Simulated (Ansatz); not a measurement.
Ansatz results at the PBE0-D4/def2-TZVP geometry: vertical ionisation energy (CCSD(T)/def2-TZVPP) 9.38 eV; HOMO–LUMO gap (PBE/def2-TZVPP) 2.71 eV; size of the dipole moment (ωB97M-V/def2-TZVPP) 0.97 D.

Q: Which molecule gave them?
A. `[CH3][Ge][Cl]`
B. `[SH][GeH]`
C. `[OH][GeH]`
D. `C[S][Ge][S]C`

A: B. The others give `[CH3][Ge][Cl]`: 9.08, 2.34, 2.27; `[OH][GeH]`: 9.27, 2.55, 1.49; `C[S][Ge][S]C`: 8.83, 3.19, 1.66.
